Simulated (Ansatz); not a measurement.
Species: SiCl2, charge 0, singlet. SiCl2 (SMILES Cl[Si]Cl).
B3LYP-D3(BJ)/def2-TZVP minimum from Ansatz (a quantum-chemistry and plane-wave program):
```
Si
Cl 1 2.0938
Cl 1 2.0938 2 101.66
```

Property: atomisation energy (electronic, to ground-state atoms), in kJ/mol. UHF or UKS for unpaired electrons; spin-orbit terms are left out. CBS(X,Y): correlation extrapolated as X^-3, Hartree-Fock from the larger set (Q,5: extrapolated as (X+1)exp(-9√X)). A bracket is a step between two methods taken in the basis named. Functionals run without relativity, which enters their misses. Double hybrids freeze cores in their MP2 part. 'core' is core correlation in cc-pwCVTZ (1s frozen past Ne), 'X2C' scalar relativity in cc-pVTZ-DK, both at CCSD(T). The restricted determinant of Cl2Si (Cl[Si]Cl, singlet) is unstable towards broken spin symmetry in at least one set run.

CCSD(T)/CBS(cc-pV(Q+d)Z,cc-pV(5+d)Z) + [CCSDT(Q) - CCSD(T)]/cc-pV(T+d)Z + core + X2C (Ansatz) gives 874.8 kJ/mol.

Q: How far off this value is PBE/def2-TZVPD (Ansatz), in which direction, and how far these levels: r2SCAN/def2-TZVPD, B3LYP/def2-TZVPD, PBE0/def2-TZVPD, wB97M-V/def2-TZVPD, B2PLYP/def2-TZVPD, CCSD(T)/CBS(cc-pV(Q+d)Z,cc-pV(5+d)Z) + core + X2C?

A: PBE gives 886.1 kJ/mol, 11.3 kJ/mol above it. Differences of the others: r2SCAN/def2-TZVPD (Ansatz) -3.0; B3LYP/def2-TZVPD (Ansatz) -37.3; PBE0/def2-TZVPD (Ansatz) -14.1; wB97M-V/def2-TZVPD (Ansatz) 11.9; B2PLYP/def2-TZVPD (Ansatz) -29.2; CCSD(T)/CBS(cc-pV(Q+d)Z,cc-pV(5+d)Z) + core + X2C (Ansatz) -0.4 kJ/mol.
